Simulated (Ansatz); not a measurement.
Two members of one family (InSb nanocrystals, H-capped) that differ in charge, which shifts all levels, computed with Ansatz in the gas phase; def2 core potentials for In, Sb, no spin–orbit coupling. Levels of anions in sets without diffuse functions are rough. A dash marks a value that wasn't run or was left out as unsound. The structures are stationary points that may keep the symmetry of their start. Remarks come from the PBE and PBE0 runs and from stability tests at other levels; not every state was tested. HOMO above LUMO (over both spins in singlets and doublets, within one spin in higher multiplets; at PBE or PBE0), or a gap under 0.15 eV within one spin, warns that the state may not be the lowest or that an electron is smeared out.

First: In12Sb11H32⁻, cut from zinc blende (singlet, charge -1, r2SCAN-D4/def2-SVP geometry).

```xyz
55

Sb   -4.571   -1.888    1.832
Sb   -2.163    1.294   -4.463
Sb    1.121    3.918   -1.865
Sb   -1.917    0.653    4.384
Sb    0.690    3.397    2.554
Sb   -2.055    1.208   -0.178
Sb   -1.427   -3.121   -0.883
Sb    1.583   -0.436   -2.775
Sb    1.425   -1.090    2.015
Sb    4.139    1.947    0.163
Sb    4.529   -2.820   -0.573
In   -3.990    0.930   -2.257
In   -3.616    0.847    2.164
In   -3.812   -4.228    0.326
In   -0.894    3.727    0.215
In    0.212   -0.149   -5.268
In    3.084    1.895   -2.524
In   -0.830    3.240    5.006
In   -0.608   -1.851    3.881
In    2.661    1.353    2.602
In    0.046   -0.686   -0.398
In    3.416   -2.585   -3.230
In    3.277   -3.264    1.998
H    -4.821   -2.460    3.418
H    -6.240   -1.710    1.498
H    -3.054    1.614   -5.890
H    -1.660    2.916   -4.275
H     1.969    5.380   -1.601
H     0.392    4.438   -3.317
H    -3.071    0.351    5.612
H     1.609    4.839    2.648
H    -1.691   -3.102   -2.567
H    -0.248   -4.353   -0.930
H     4.798    3.515    0.344
H     5.653    1.162    0.147
H     5.466   -1.407   -0.374
H     5.893   -3.848   -0.683
H    -5.103    2.257   -2.267
H    -4.442   -0.750   -2.269
H    -5.036    1.848    2.168
H    -4.967   -4.417   -0.949
H    -3.287   -5.432    1.447
H    -1.845    5.177    0.183
H     1.127    0.938   -6.269
H    -0.376   -1.698   -5.777
H     4.233    2.485   -3.680
H    -2.113    4.405    4.940
H     0.315    3.098    6.301
H     0.111   -2.497    5.320
H    -1.775   -2.732    2.917
H     3.776    1.491    3.922
H     2.519   -4.048   -3.475
H     4.685   -2.018   -4.269
H     2.385   -4.738    1.797
H     4.496   -2.995    3.202
```

```json
{"level": "PBE-D4/def2-SVP", "HOMO (eV)": "-3.26", "LUMO (eV)": "-0.59", "gap (eV)": "2.67", "vertical IE (eV)": "–"}
{"level": "PBE-D4/def2-TZVP", "HOMO (eV)": "-3.36", "LUMO (eV)": "-0.72", "gap (eV)": "2.64", "vertical IE (eV)": "4.65"}
{"level": "r2SCAN-D4/def2-TZVP", "HOMO (eV)": "-3.55", "LUMO (eV)": "-0.56", "gap (eV)": "2.99", "vertical IE (eV)": "–"}
{"level": "PBE0-D4/def2-SVP", "HOMO (eV)": "-4.08", "LUMO (eV)": "0.04", "gap (eV)": "4.13", "vertical IE (eV)": "–"}
{"level": "PBE0-D4/def2-TZVP", "HOMO (eV)": "-4.14", "LUMO (eV)": "-0.05", "gap (eV)": "4.09", "vertical IE (eV)": "5.03"}
```

Remarks: gap within one spin near zero at PBE or PBE0 (neutral doublet).

Second: In12Sb12H32, cut from zinc blende (singlet, charge 0, r2SCAN-D4/def2-SVP geometry).

```xyz
56

In   -4.828    0.081    2.966
In    0.039    5.821    1.710
In    4.211    2.291    1.818
In   -1.681   -3.709    2.986
In    3.322   -2.519    2.195
In   -0.153    0.569    2.367
In   -3.132    1.472   -1.325
In    1.520    1.947   -1.544
In   -0.024   -2.217   -1.021
In   -4.685   -3.068   -0.865
In    4.370   -1.181   -2.407
In    0.332   -0.547   -6.034
Sb   -0.669    3.324    3.014
Sb   -2.163   -0.986    3.576
Sb   -4.701   -0.389    0.146
Sb    2.594    0.137    2.868
Sb    0.968    4.666   -0.797
Sb    4.155    1.276   -0.892
Sb    1.172   -4.026    3.353
Sb   -2.036   -3.775    0.181
Sb    2.724   -2.689   -0.570
Sb   -0.562    0.468   -0.408
Sb    1.104    1.720   -4.378
Sb   -0.410   -2.336   -3.870
H    -5.913   -1.023    3.733
H    -4.658    1.774    3.289
H    -1.444    6.606    1.335
H     1.463    6.370    2.500
H     5.796    2.221    2.489
H     3.137    3.661    1.740
H    -2.481   -4.907    3.940
H     4.878   -3.071    2.708
H    -3.182    3.070   -0.646
H    -3.096    1.120   -3.025
H    -5.773   -4.073    0.021
H    -4.438   -3.048   -2.578
H     5.980   -1.795   -2.396
H     3.347   -0.878   -3.783
H     1.811   -1.164   -6.659
H    -1.134   -0.083   -6.799
H    -0.247    3.499    4.658
H    -2.352    3.336    3.270
H    -1.785   -0.864    5.237
H    -6.292    0.064   -0.287
H     2.728    0.159    4.570
H     2.349    5.541   -1.279
H    -0.036    5.248   -2.048
H     4.928    2.468   -1.843
H     1.474   -4.069    5.032
H     1.546   -5.668    3.086
H    -1.581   -5.367   -0.241
H     2.935   -4.349   -0.913
H     0.069    3.024   -4.754
H     2.496    2.412   -5.080
H    -2.079   -2.643   -4.005
H     0.089   -3.900   -4.339
```

Q: Estimate the same table for the second.

A: 
```
              level  HOMO (eV)  LUMO (eV)  gap (eV)  vertical IE (eV)
    PBE-D4/def2-SVP      -5.55      -2.89      2.67                 –
   PBE-D4/def2-TZVP      -5.62      -2.98      2.64              6.92
r2SCAN-D4/def2-TZVP      -5.82      -2.84      2.98                 –
   PBE0-D4/def2-SVP      -6.39      -2.29      4.10                 –
  PBE0-D4/def2-TZVP      -6.42      -2.35      4.08              7.30
```

Remarks: gap within one spin near zero at PBE or PBE0 (+1 doublet).
